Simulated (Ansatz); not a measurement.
Geometry optimisation, Ansatz, UHF/def2-SVP.

input.yaml

```yaml
crystal:
  periodic: [false, false, false]
  atoms:
    - { symbol: Si, position_ang: [-0.189825, 0.242913, -0.156446] }
    - { symbol: H, position_ang: [-0.138801, 0.161314, 2.51168] }
    - { symbol: O, position_ang: [1.232369, -0.372834, -0.612892] }
    - { symbol: Si, position_ang: [2.529249, -1.384733, -0.702761] }
    - { symbol: H, position_ang: [2.264849, -2.433852, -1.71135] }
    - { symbol: H, position_ang: [3.71909, -0.606768, -1.101] }
    - { symbol: H, position_ang: [2.768323, -2.028239, 0.605553] }
    - { symbol: F, position_ang: [-0.962152, 0.702995, -1.502134] }
    - { symbol: O, position_ang: [-1.184669, -0.90457, 0.49916] }
    - { symbol: H, position_ang: [-1.968006, -1.102748, 0.000524] }
    - { symbol: O, position_ang: [0.655082, -0.399261, 2.495574] }
    - { symbol: H, position_ang: [0.30949, -1.287617, 2.494592] }
magnetization:
  spin_polarized: true
  initial_magnetization: 1
basis:
  gaussian: { orbitals: def2-SVP }
hamiltonian:
  xc: hf
relax:
  f_tol: 0.03
  max_steps: 50
output:
  orbitals: {}
```

Launched with:

```bash
$ ansatz run input.yaml --threads 4 --pin off --max-ram 5120MiB --backend cpu --events-out ev --progress --plain --runs-dir out
```

Question: Where does it end, and by what steps?

Answer: The forces met the threshold. After 23 steps the energy has fallen by 0.198 eV; H6 moved furthest, 1.28 Å.

```json
{"step": "0", "energy less start (eV)": "0.0000", "largest force component (eV/Å)": "1.230", "accepted": "yes"}
{"step": "1", "energy less start (eV)": "-0.0596", "largest force component (eV/Å)": "1.014", "accepted": "yes"}
{"step": "2", "energy less start (eV)": "-0.0777", "largest force component (eV/Å)": "0.565", "accepted": "yes"}
{"step": "3", "energy less start (eV)": "-0.0370", "largest force component (eV/Å)": "0.995", "accepted": "no"}
{"step": "4", "energy less start (eV)": "-0.0935", "largest force component (eV/Å)": "0.777", "accepted": "yes"}
{"step": "5", "energy less start (eV)": "-0.0988", "largest force component (eV/Å)": "0.535", "accepted": "yes"}
{"step": "6", "energy less start (eV)": "-0.1121", "largest force component (eV/Å)": "0.228", "accepted": "yes"}
{"step": "7", "energy less start (eV)": "-0.1259", "largest force component (eV/Å)": "0.244", "accepted": "yes"}
{"step": "8", "energy less start (eV)": "-0.0890", "largest force component (eV/Å)": "1.316", "accepted": "no"}
{"step": "9", "energy less start (eV)": "-0.1308", "largest force component (eV/Å)": "0.285", "accepted": "yes"}
{"step": "10", "energy less start (eV)": "-0.1377", "largest force component (eV/Å)": "0.196", "accepted": "yes"}
{"step": "11", "energy less start (eV)": "-0.1437", "largest force component (eV/Å)": "0.225", "accepted": "yes"}
{"step": "12", "energy less start (eV)": "-0.1459", "largest force component (eV/Å)": "0.307", "accepted": "yes"}
{"step": "13", "energy less start (eV)": "-0.1594", "largest force component (eV/Å)": "0.343", "accepted": "yes"}
{"step": "14", "energy less start (eV)": "-0.1685", "largest force component (eV/Å)": "0.465", "accepted": "yes"}
{"step": "15", "energy less start (eV)": "-0.1915", "largest force component (eV/Å)": "0.073", "accepted": "yes"}
{"step": "16", "energy less start (eV)": "-0.1950", "largest force component (eV/Å)": "0.071", "accepted": "yes"}
{"step": "17", "energy less start (eV)": "-0.1944", "largest force component (eV/Å)": "0.155", "accepted": "no"}
{"step": "18", "energy less start (eV)": "-0.1966", "largest force component (eV/Å)": "0.151", "accepted": "yes"}
{"step": "19", "energy less start (eV)": "-0.1973", "largest force component (eV/Å)": "0.200", "accepted": "yes"}
{"step": "20", "energy less start (eV)": "-0.1981", "largest force component (eV/Å)": "0.110", "accepted": "yes"}
{"step": "21", "energy less start (eV)": "-0.1982", "largest force component (eV/Å)": "0.081", "accepted": "yes"}
{"step": "22", "energy less start (eV)": "-0.1983", "largest force component (eV/Å)": "0.058", "accepted": "yes"}
{"step": "23", "energy less start (eV)": "-0.1984", "largest force component (eV/Å)": "0.018", "accepted": "yes"}
```

```xyz
12
Properties=species:S:1:pos:R:3
Si -0.339 0.129 -0.474
H 1.012 0.156 2.856
O 0.968 -0.723 -0.897
Si 2.432 -1.408 -0.546
H 3.036 -1.831 -1.828
H 3.326 -0.428 0.100
H 2.255 -2.596 0.311
F -1.225 0.342 -1.807
O -1.328 -0.719 0.544
H -2.167 -1.001 0.209
O 0.967 -0.479 2.157
H 0.098 -0.856 2.196
```

Whether the end is a true minimum wasn't checked by a vibrational analysis.

Time of the run: 37 s on 4 threads of Arm Neoverse V1 (shared host), peak memory 0.38 GiB.
